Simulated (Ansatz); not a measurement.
A structure relaxed at PBE-D4/def2-SVP in Ansatz, charge 0, singlet:

```xyz
6

Hf    2.742   -1.348    0.276
Hf   -0.406    0.201   -0.038
Se    2.021    0.886   -0.624
Se   -2.508    0.679   -1.364
Se   -2.263    1.659    0.875
Se    0.413   -2.078    0.876
```

(1) Give its formula and point group.

(2) Summarise the bond lengths by kind (pairs closer than 1.2 times the sum of covalent radii, bridged metal pairs left out).

## Answers

(1) the cluster Hf2Se4. Point group C2v (tolerance 0.1 Å).

(2) 6 × Hf–Se 2.51 to 2.59 Å; 1 × Se–Se 2.46 Å.

In the def2 sets Hf takes a core potential; there is no spin–orbit coupling. The restricted singlet is unstable towards broken spin symmetry at other levels; at PBE-D4/def2-SVP this wasn't settled. The relaxation made no stability test and no search for a lower SCF solution. No other spin state of charge 0 was run. Another isomer (singlet) lies 1.71 eV lower at PBE0-D4/def2-TZVP; other spin states weren't run for this one.
